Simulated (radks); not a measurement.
Species: Rb IX. Configuration: [Ar] 3d10 4s1 (the NIST ground configuration). Method: scalar-relativistic Kohn-Sham, LB94 model potential, spin-unpolarised, spherical densities, finite nucleus; Fermi nuclear charge, rms radius 4.2036 fm; computed with a radial shooting solver on a logarithmic mesh with Libxc functionals. Some entries of the table are withheld. Estimate them.

orbital,occ.,eigenvalue (hartree),<r> (bohr)
1s,2,-561.5546,(1)
2s,2,-80.00408,0.1773
2p,6,-71.68915,0.1544
3s,2,(2),(3)
3p,6,(4),(5)
3d,10,(6),0.5139
4s,1,-5.72241,1.223

Answer. 
(1) 1s <r> (bohr): 0.04022
(2) 3s eigenvalue (hartree): -16.32558
(3) 3s <r> (bohr): 0.5097
(4) 3p eigenvalue (hartree): -13.64835
(5) 3p <r> (bohr): 0.5161
(6) 3d eigenvalue (hartree): -9.20489
